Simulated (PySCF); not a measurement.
Species: WO2Cl2 (singlet state).
Bonds: W1–O2, W1–O3, W1–Cl4, W1–Cl5.

Level of theory: PBE0-D3(BJ)/def2-SVP geometry optimisation, gas phase, def2 core potentials past Kr (PySCF).

**Question.** How far are the bound atoms from W1?

**Answer.** 4 atoms: O3 1.691 Å, O2 1.692 Å, Cl5 2.269 Å, Cl4 2.269 Å.

**Question.** List the angles at W1.

**Answer.** 
| angle | degrees | distance of the outer atoms (Å) |
| --- | --- | --- |
| Cl4–W1–Cl5 | 115.4 | 3.84 |
| O2–W1–Cl5 | 109.0 | 3.24 |
| O2–W1–Cl4 | 108.9 | 3.24 |
| O3–W1–Cl4 | 108.6 | 3.23 |
| O3–W1–Cl5 | 108.5 | 3.23 |
| O2–W1–O3 | 106.0 | 2.70 |

**Question.** What is the shape at W1?

**Answer.** Distorted tetrahedral: angles from 106.0° to 115.4°; τ4 = (360° − α − β)/141° = 0.96 with α and β the two widest (0 for a square, 1 for a tetrahedron).

**Question.** What are the rotational constants (commonest isotopes, rigid rotor)?

**Answer.** A = 2734, B = 1602, C = 1317 MHz: an asymmetric top.

Point group: C2v (tolerance 0.08 Å). Charge 0, singlet. Not checked by PBE0-D3(BJ)/def2-SVP frequencies.
